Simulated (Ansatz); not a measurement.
CH₇NSiZn, relaxed with RKS PBE0-D4/def2-TZVP in Ansatz from a PBE-D4/def2-SVP geometry. The force threshold is 0.005 eV/Å; the program also tests the step.

Charge 0, multiplicity 1. The bonds changed during the relaxation, so this is another structure than the one it started from.

Start:

```xyz
11

C    -1.189    0.764   -0.356
Si   -0.169   -0.818   -0.132
N     1.568   -0.679   -0.313
Zn    1.046    1.181    2.673
H    -0.906    1.521    0.406
H    -1.029    1.212   -1.358
H    -2.273    0.553   -0.244
H    -0.638   -1.832   -1.143
H     2.062   -0.169    0.428
H     1.935   -0.392   -1.225
H    -0.407   -1.341    1.262
```

Question: How much energy does the relaxation release, and in how many steps? (An estimate is asked.)

Answer: Ansatz gave: 1.66 kcal/mol, in 9 steps, 1 of them rejected.

Question: Which bonds change most? (Best estimate.)

Answer: The calculation gave: Si2–N3 from 1.752 to 1.720 Å; C1–Si2 from 1.895 to 1.871 Å; N3–H9 from 1.026 to 1.007 Å; Si2–H11 from 1.508 to 1.489 Å.

Question: Give the relaxed structure. (Estimate.)

Answer: Ansatz gave: 
```xyz
11

C    -1.200    0.749   -0.389
Si   -0.175   -0.799   -0.157
N     1.525   -0.630   -0.356
Zn    1.122    1.267    3.038
H    -0.918    1.522    0.331
H    -1.070    1.161   -1.393
H    -2.263    0.530   -0.250
H    -0.634   -1.813   -1.147
H     2.082   -0.200    0.365
H     1.926   -0.475   -1.266
H    -0.396   -1.311    1.225
```
